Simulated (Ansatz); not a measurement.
Computed with Ansatz on PBE0-D4/def2-TZVP structures; ΔE is electronic, products minus reactants. CBS: MP2 limit from def2 TZ/QZ plus the TZ coupled-cluster correction, frozen cores. Double bonds are as drawn, so ΔE can hold a change between cis and trans. Functionals use def2-TZVPP. For Ga, Se outer-core shells are correlated without core-valence functions, which leaves a few kJ/mol of doubt a bond. Scalar relativity is left out up to krypton. One conformer a species, not always the lowest.

Consider the formal exchange of groups at the Se–C bond: `F/C=N\C[SeH]` + `[F][GaH][Cl]` → `[F][Ga]([Cl])[SeH]` + `C/N=C\F`.

| species | ωB97M-V energy (Eh) |
| --- | --- |
| `F/C=N\C[SeH]` | -2634.62317 |
| `[F][GaH][Cl]` | -2485.49938 |
| `[F][Ga]([Cl])[SeH]` | -4886.97139 |
| `C/N=C\F` | -233.20514 |

**Question.** Work out ΔE.

**Answer.** ΔE = (-4886.97139) + (-233.20514) − (-2634.62317) − (-2485.49938) = -0.05398 Eh = -141.7 kJ/mol. CCSD(T)/CBS gives -145.3 kJ/mol.

Largest T1 diagnostic among the species: 0.013.

From PBE to PBE0 (25 % exact exchange), in def2-TZVPP and without D4, ΔE moves by −4.8 kJ/mol. In def2-TZVPP, CCSD(T) changes the Hartree–Fock value by +12.3 kJ/mol (the triples alone add +1.8 kJ/mol) and MP2 by +11.4 kJ/mol. Leaving LDA and LC-ωPBE aside and taking each functional with its dispersion term where it has one, the values, not all of them listed here, spread over 15.2 kJ/mol, from BHLYP-D4 to revPBE-D4. LDA lies +4.7 kJ/mol from PBE without D4.
